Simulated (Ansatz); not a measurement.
One change: `CC[CH2][AlH][F]` becomes `CCC[BH][AlH2]`.

Ansatz, PBE0-D4/def2-TZVP geometries, multiplicity 1. Each molecule was computed in one conformer, which needn't be the lowest.

| property | `CC[CH2][AlH][F]` |
| --- | --- |
| LUMO energy (PBE/def2-TZVPP) / eV | -1.63 |
| HOMO–LUMO gap (PBE0/def2-TZVPP) / eV | 6.96 |
| size of the dipole moment (PBE/def2-TZVPP) / D | 1.86 |
| HOMO–LUMO gap (PBE/def2-TZVPP) / eV | 4.92 |
| size of the dipole moment (B3LYP/def2-TZVPP) / D | 1.88 |
| HOMO energy (PBE0/def2-TZVPP) / eV | -7.81 |

**Question.** Give the same properties after the change, and the shifts. (An estimate is asked.)

**Answer.** The calculation gave: 
```tsv
property	`CCC[BH][AlH2]`	shift
LUMO energy (PBE/def2-TZVPP) / eV	-2.66	-1.03
HOMO–LUMO gap (PBE0/def2-TZVPP) / eV	5.30	-1.66
size of the dipole moment (PBE/def2-TZVPP) / D	1.53	-0.33
HOMO–LUMO gap (PBE/def2-TZVPP) / eV	3.19	-1.73
size of the dipole moment (B3LYP/def2-TZVPP) / D	1.47	-0.41
HOMO energy (PBE0/def2-TZVPP) / eV	-6.99	0.82
```

With PBE0 the HOMO rises by 0.82 eV and the LUMO falls by 0.83 eV, so the gap narrows by about 1.65 eV. PBE moves the HOMO by 0.70 eV and ωB97M-V by 0.90 eV. Dipoles are sizes alone; their direction can turn.

B3LYP here is the variant with VWN-RPA as its local correlation; programs differ in this.
